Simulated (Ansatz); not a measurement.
Ansatz (a quantum-chemistry and plane-wave program) input (B3LYP-D3(BJ)/def2-TZVP):

Ansatz 0.2 input:
```yaml
crystal:
  periodic: [false, false, false]
  atoms:
    - {symbol: C, position_ang: [2.43987376, -0.02883824, -0.49115760]}
    - {symbol: C, position_ang: [0.95256912, 0.28208580, -0.59743190]}
    - {symbol: C, position_ang: [0.14727956, -0.40906576, 0.50705980]}
    - {symbol: C, position_ang: [-1.31883253, -0.07773977, 0.38021164]}
    - {symbol: C, position_ang: [-1.82510302, 0.99609435, 1.07557022]}
    - {symbol: C, position_ang: [-2.10163188, -0.83708275, -0.45979350]}
    - {symbol: H, position_ang: [2.83464999, 0.31372096, 0.46302562]}
    - {symbol: H, position_ang: [2.99167988, 0.46475852, -1.28772654]}
    - {symbol: H, position_ang: [2.61254207, -1.10039006, -0.56705492]}
    - {symbol: H, position_ang: [0.57745087, -0.04460045, -1.56993408]}
    - {symbol: H, position_ang: [0.79706380, 1.36128442, -0.52983725]}
    - {symbol: H, position_ang: [0.29139829, -1.48867336, 0.43257859]}
    - {symbol: H, position_ang: [0.51959580, -0.08235357, 1.47964141]}
    - {symbol: H, position_ang: [-2.85923471, 1.27758765, 0.98840412]}
    - {symbol: H, position_ang: [-1.20709986, 1.58384242, 1.72959977]}
    - {symbol: H, position_ang: [-1.69809135, -1.67581628, -0.99733839]}
    - {symbol: H, position_ang: [-3.14389206, -0.61525297, -0.60098914]}
basis:
  gaussian:
    orbitals: def2-TZVP
hamiltonian:
  xc: b3lyp
  dispersion: d3bj
magnetization: {spin_polarized: true, initial_magnetization: 1}
relax: {f_tol: 0.002, max_steps: 150}
```

End of the output:

```
Atom 3 at    -1.334295    -0.083719     0.375694 Å, force     0.000022    -0.000469     0.000166 eV/Å
Atom 4 at    -1.836046     1.010317     1.058290 Å, force    -0.000207     0.000347    -0.000036 eV/Å
Atom 5 at    -2.140639    -0.866388    -0.431933 Å, force    -0.000126     0.000159    -0.000212 eV/Å
Atom 6 at     2.865336     0.277671     0.481065 Å, force    -0.000000     0.000048     0.000061 eV/Å
Atom 7 at     3.036956     0.488626    -1.262191 Å, force     0.000057    -0.000012    -0.000026 eV/Å
Atom 8 at     2.640971    -1.097646    -0.598991 Å, force     0.000037    -0.000092     0.000072 eV/Å
Atom 9 at     0.599773     0.013542    -1.578765 Å, force     0.000003    -0.000011     0.000015 eV/Å
Atom 10 at     0.822487     1.378306    -0.508015 Å, force    -0.000049    -0.000022     0.000028 eV/Å
Atom 11 at     0.285920    -1.487684     0.395504 Å, force    -0.000026     0.000067    -0.000059 eV/Å
Atom 12 at     0.509321    -0.118775     1.469566 Å, force    -0.000019    -0.000010    -0.000066 eV/Å
Atom 13 at    -2.877487     1.291994     0.975542 Å, force     0.000146    -0.000067     0.000035 eV/Å
Atom 14 at    -1.204428     1.614497     1.695453 Å, force     0.000050    -0.000086    -0.000005 eV/Å
Atom 15 at    -1.746535    -1.725994    -0.957028 Å, force     0.000000    -0.000010     0.000096 eV/Å
Atom 16 at    -3.191235    -0.641345    -0.559851 Å, force     0.000108     0.000008     0.000068 eV/Å
Dipole moment:     0.068892     0.003697    -0.019143 e Å
```

It need not be the lowest isomer of its formula.
